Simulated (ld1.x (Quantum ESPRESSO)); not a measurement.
**Reading a pseudo-wave (boron (B))**

Columns: radius, all-electron u(r) and pseudo u(r) of the 2s shell (level -9.69 eV) of boron in the configuration [He] 2s1.5 2p1.5; PBE, scalar-relativistic, ultrasoft scheme, ld1.x (Quantum ESPRESSO) 7.5.

```json
{"r (bohr)": "0.216", "all-electron": "0.2931", "pseudo": "-0.1296"}
{"r (bohr)": "0.432", "all-electron": "0.0412", "pseudo": "-0.2644"}
{"r (bohr)": "0.648", "all-electron": "-0.2591", "pseudo": "-0.4033"}
{"r (bohr)": "0.864", "all-electron": "-0.4900", "pseudo": "-0.5361"}
{"r (bohr)": "1.080", "all-electron": "-0.6392", "pseudo": "-0.6461"}
{"r (bohr)": "1.296", "all-electron": "-0.7161", "pseudo": "-0.7162"}
{"r (bohr)": "1.512", "all-electron": "-0.7380", "pseudo": "-0.7380"}
{"r (bohr)": "1.728", "all-electron": "-0.7219", "pseudo": "-0.7219"}
{"r (bohr)": "1.944", "all-electron": "-0.6818", "pseudo": "-0.6818"}
{"r (bohr)": "2.160", "all-electron": "-0.6282", "pseudo": "-0.6282"}
{"r (bohr)": "2.376", "all-electron": "-0.5682", "pseudo": "-0.5682"}
{"r (bohr)": "2.592", "all-electron": "-0.5070", "pseudo": "-0.5070"}
{"r (bohr)": "2.808", "all-electron": "-0.4476", "pseudo": "-0.4476"}
{"r (bohr)": "3.024", "all-electron": "-0.3919", "pseudo": "-0.3919"}
{"r (bohr)": "3.240", "all-electron": "-0.3408", "pseudo": "-0.3408"}
{"r (bohr)": "3.456", "all-electron": "-0.2949", "pseudo": "-0.2949"}
{"r (bohr)": "3.672", "all-electron": "-0.2541", "pseudo": "-0.2541"}
{"r (bohr)": "3.888", "all-electron": "-0.2181", "pseudo": "-0.2181"}
{"r (bohr)": "4.104", "all-electron": "-0.1868", "pseudo": "-0.1868"}
{"r (bohr)": "4.320", "all-electron": "-0.1595", "pseudo": "-0.1595"}
{"r (bohr)": "4.536", "all-electron": "-0.1359", "pseudo": "-0.1359"}
{"r (bohr)": "4.752", "all-electron": "-0.1156", "pseudo": "-0.1156"}
{"r (bohr)": "4.968", "all-electron": "-0.0982", "pseudo": "-0.0982"}
{"r (bohr)": "5.184", "all-electron": "-0.0833", "pseudo": "-0.0833"}
{"r (bohr)": "5.400", "all-electron": "-0.0705", "pseudo": "-0.0705"}
{"r (bohr)": "5.616", "all-electron": "-0.0596", "pseudo": "-0.0596"}
```

(1) How many radial nodes do the two functions have?

(2) At about which radius was the pseudo-wave matched?

(3) Where does each function peak?

(4) Is the pseudo-wave norm-conserving?

## Answers

(1) The all-electron 2s function has n − l − 1 = 1; the pseudo-wave has 0, since the states of the same l below it are removed with the core.

(2) 1.35 bohr, where the columns begin to agree (steps of 0.22 bohr).

(3) Outermost all-electron maximum near 1.51 bohr, pseudo maximum near 1.51 bohr (to the table’s step).

(4) No, it belongs to an ultrasoft set: the norm inside the radius is not constrained, and the difference is carried by the augmentation charge.
